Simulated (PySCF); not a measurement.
Vertical excitations of a molecule C4H6BF from TDA-PBE/def2-SVPD in PySCF, as energy in eV (oscillator strength): 4.73 (0.001), 5.23 (0.001), 5.83 (0.086), 6.05 (0.008), 6.54 (0.000), 7.01 (0.002), 7.06 (0.038), 7.14 (0.040), 7.28 (0.000), 7.51 (0.018). Lowest triplet (TDA): 4.32 eV. Geometry optimised at PBE0-D3(BJ)/def2-SVP. The values are those of a single conformer.

Question: Identify the compound among the candidates.
(A) C#CB(F)CC
(B) FB1C=CCC1
(C) C=CB(F)C=C
(D) C=C=CB(C)F

Answer: A, C#CB(F)CC
